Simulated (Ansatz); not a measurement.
C₆H₁₅BrSn⁺, that is SnEt3Br with one electron fewer. The state is a doublet with charge 1. Geometry PBE-D4/def2-SVP, that of the neutral singlet; atoms count from 1.

Cartesian coordinates in Å:
```
Sn 0.041 0.017 0.003
C 0.326 1.966 -0.950
C 1.548 2.009 -1.866
H 0.408 2.703 -0.124
H -0.613 2.195 -1.500
H 1.692 3.021 -2.302
H 2.476 1.748 -1.315
H 1.457 1.298 -2.713
C -0.224 -1.647 -1.394
C -0.155 -3.011 -0.708
H 0.571 -1.534 -2.159
H -1.197 -1.489 -1.907
H -0.248 -3.839 -1.444
H 0.807 -3.147 -0.174
H -0.969 -3.144 0.035
C -1.356 0.015 1.688
C -0.859 0.830 2.882
H -1.512 -1.050 1.959
H -2.324 0.398 1.300
H -1.570 0.773 3.734
H 0.125 0.463 3.241
H -0.736 1.903 2.629
Br 2.312 -0.477 1.085
```

In the def2 sets Sn takes a core potential; there is no spin–orbit coupling.

Problem. Estimate the Mulliken populations from the PBE0/def2-TZVP orbitals of Ansatz.

Solution. 
```tsv
atom	charge (e)	spin (α − β)
Sn1	0.80	0.03
C2	-0.35	0.27
C3	-0.39	0.00
H4	0.19	0.01
H5	0.19	0.00
H6	0.19	0.03
H7	0.17	0.00
H8	0.15	0.01
C9	-0.34	0.32
C10	-0.39	0.01
H11	0.18	0.00
H12	0.19	0.00
H13	0.20	0.04
H14	0.17	0.01
H15	0.16	0.00
C16	-0.39	-0.03
C17	-0.39	0.00
H18	0.16	0.00
H19	0.17	0.00
H20	0.17	0.00
H21	0.16	0.00
H22	0.14	0.00
Br23	-0.15	0.27
```
Mulliken values depend strongly on the basis.

Problem. Where does the spin sit?

Solution. Summed by element: Sn 0.03, C 0.58, H 0.12, Br 0.27, of 1 unpaired in all. Largest on single atoms: C9 0.32, Br23 0.27, C2 0.27.

Problem. And the Mayer bond orders between heavy atoms (over 0.3)?

Solution. Sn1–C2 0.75 (2.19 Å); Sn1–C9 0.70 (2.19 Å); Sn1–C16 0.93 (2.19 Å); Sn1–Br23 1.00 (2.56 Å); C2–C3 1.03 (1.53 Å); C9–C10 1.03 (1.53 Å); C16–C17 1.00 (1.53 Å).
